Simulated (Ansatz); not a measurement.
Consider the ligand exchange at a B–C bond: `BC(C)O[SiH3]` + `CN[SiH2]Cl` → `BN(C)[SiH2]Cl` + `CCO[SiH3]`.

Isolated molecules relaxed with PBE0-D4/def2-TZVP in Ansatz; ΔE leaves out vibrations. CBS: MP2 limit from def2 TZ/QZ plus the TZ coupled-cluster correction, frozen cores. Functionals use def2-TZVPP. B3LYP here is the variant with VWN-RPA as its local correlation; programs differ in this. One conformer a species, not always the lowest.

`BC(C)O[SiH3]`:

```xyz
14

B    -0.248    1.243   -1.687
C    -0.186    0.177   -0.556
C    -1.474    0.084    0.261
O     0.949    0.337    0.287
Si    1.595   -0.856    1.211
H     0.613    2.057   -1.832
H    -1.177    1.206   -2.442
H    -0.089   -0.778   -1.116
H    -1.632    1.000    0.834
H    -1.431   -0.748    0.968
H    -2.335   -0.068   -0.393
H     2.942   -0.395    1.618
H     1.688   -2.117    0.418
H     0.785   -1.142    2.428
```

`CN[SiH2]Cl`:

Cartesian coordinates in Å:
```
C 0.977 -0.855 0.555
N -0.394 -0.430 0.351
Si -0.829 1.006 -0.442
Cl -0.436 1.029 -2.479
H 1.370 -1.454 -0.274
H 1.070 -1.437 1.476
H 1.618 0.023 0.660
H -1.055 -1.191 0.337
H -2.289 1.188 -0.295
H -0.030 2.120 0.114
```

`BN(C)[SiH2]Cl`:

Z-matrix (Å, degrees):
```
C
N 1 1.461
H 1 1.093 2 110.9
H 1 1.090 2 109.5 3 -119.9
H 1 1.094 2 111.0 3 120.1
Si 2 1.736 1 117.0 3 -63.6
B 2 1.399 1 122.0 3 116.2
Cl 6 2.058 2 109.9 1 63.6
H 6 1.473 2 109.7 1 -176.8
H 6 1.481 2 109.5 1 -52.3
H 7 1.198 2 119.3 1 1.4
H 7 1.197 2 119.1 1 -178.9
```

`CCO[SiH3]`:

Cartesian coordinates in Å:
```
C -1.555 0.322 -1.088
C -0.313 -0.325 -0.531
O 0.188 0.462 0.534
Si 1.538 0.049 1.372
H -1.331 1.324 -1.460
H -1.956 -0.272 -1.913
H -2.322 0.406 -0.316
H 0.451 -0.420 -1.315
H -0.540 -1.338 -0.171
H 2.722 -0.030 0.469
H 1.374 -1.280 2.027
H 1.742 1.102 2.393
```

Q: Is it downhill or uphill in electronic energy at CCSD(T)/CBS, and by how much? (Best estimate.)

A: The calculation gave: Downhill: ΔE = -150.4 kJ/mol.

Q: What do these levels give: LDA (SPW92), revPBE-D4, BHLYP-D4, CAM-B3LYP-D4, PBE-QIDH, BLYP, B3LYP, CCSD(T)/def2-SVP, MP2/def2-TZVPP, CCSD(T)/def2-TZVPP, MP2/def2-QZVPP, SCS-MP2/def2-QZVPP? (Estimate.)

A: Ansatz gave: LDA (SPW92) -153.6, revPBE-D4 -145.8, BHLYP-D4 -149.3, CAM-B3LYP-D4 -150.0, PBE-QIDH -150.8, BLYP -148.9, B3LYP -148.9, CCSD(T)/def2-SVP -165.8, MP2/def2-TZVPP -155.9, CCSD(T)/def2-TZVPP -153.1, MP2/def2-QZVPP -154.3, SCS-MP2/def2-QZVPP -152.5 kJ/mol.

Largest T1 diagnostic among the species: 0.011.

At CCSD(T), def2-SVP lies −15.5 kJ/mol from the extrapolated value and def2-TZVPP −2.8 kJ/mol. Leaving LDA and LC-ωPBE aside and taking each functional with its dispersion term where it has one, the values, not all of them listed here, spread over 6.3 kJ/mol, from B2PLYP to ωB97X-V. LDA lies −6.0 kJ/mol from PBE without D4. In def2-TZVPP, CCSD(T) changes the Hartree–Fock value by −8.6 kJ/mol (the triples alone add −2.2 kJ/mol) and MP2 by −11.3 kJ/mol.
